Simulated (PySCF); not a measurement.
C₂H₇O, SMILES C[OH+]C, charge +1. Coordinates come from a PBE0-D3(BJ)/def2-TZVP optimisation. The isomer is the one that the SMILES or the coordinates give; other isomers of the formula were not compared.

These are PBE0-D3(BJ)/def2-TZVP (PySCF) values and carry that method's errors.

Harmonic wavenumbers (cm⁻¹): 151, 209, 341, 671, 837, 962, 1093, 1149, 1205, 1272, 1433, 1457, 1470, 1477, 1483, 1484, 1494, 3093, 3093, 3209, 3210, 3223, 3224, 3735. Rotational constants (GHz): 34.82, 8.935, 7.930; symmetry number 1.

Question: Work out the zero-point energy and the ideal-gas rigid-rotor harmonic-oscillator thermochemistry at 298.15 K and 1 atm.

Answer: ZPE = ½ Σ hcν = ½ × 40978 cm⁻¹ = 58.58 kcal/mol. H − E(el) = 62.15 kcal/mol. Entropy in cal/(mol K): translation 37.47, rotation 22.39, vibration 6.82, total 66.69. G − E(el) = 42.27 kcal/mol. Cp = 16.64 cal/(mol K).
